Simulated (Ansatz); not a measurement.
`N#CC1=CCCCC1`, 17 atoms. The species carries charge 0 and has multiplicity 1. All runs use 2 threads of an AMD EPYC 7R13 on a shared host and a share of an NVIDIA H100 80 GB. Correlated methods freeze the cores. Open-shell runs search over several starts.

(1) How many basis functions does each run have, and how long does it take in Ansatz? UHF-MP2/def2-QZVPP energy of the cation; UKS B3LYP-D4/def2-TZVPP energy of the cation; UKS PBE-D4/def2-TZVPP energy of the cation; RHF-MP2/def2-QZVPP energy; RKS PBE0-D4/def2-QZVPP energy; UKS B2PLYP (frozen core)/def2-TZVPP energy of the cation; RKS PBE0-D4/def2-TZVP relaxation (7 steps); RKS r2SCAN0-D4/def2-TZVPP energy; RKS revPBE-D4/def2-TZVPP energy; RHF-CCSD(T)/def2-SVP energy; UKS PBE0-D4/def2-TZVPP energy of the cation; UKS ωB97M-V/def2-TZVPP energy of the cation. (Best estimate.)

Answers

(1) Ansatz gave: Other jobs shared the machine, so times are rough.

```tsv
level	job	functions	wall time	peak host memory (GiB)
RKS revPBE-D4/def2-TZVPP	energy	374	1.7 s	0.89
RKS r2SCAN0-D4/def2-TZVPP	energy	374	2.8 s	0.91
RHF-CCSD(T)/def2-SVP	energy	157	3.4 s	0.78
RKS PBE0-D4/def2-QZVPP	energy	726	6 s	1.9
RHF-MP2/def2-QZVPP	energy	726	6.5 s	1.4
UKS B2PLYP (frozen core)/def2-TZVPP	energy of the cation	374	7 s	1.9
UKS ωB97M-V/def2-TZVPP	energy of the cation	374	7.5 s	1.2
UKS PBE0-D4/def2-TZVPP	energy of the cation	374	7.5 s	0.95
UHF-MP2/def2-QZVPP	energy of the cation	726	9 s	1.5
UKS PBE-D4/def2-TZVPP	energy of the cation	374	11 s	0.97
RKS PBE0-D4/def2-TZVP	relaxation (7 steps)	302	13 s	0.93
UKS B3LYP-D4/def2-TZVPP	energy of the cation	374	23 s	2.5
```

B3LYP here is the variant with VWN-RPA as its local correlation; programs differ in this.
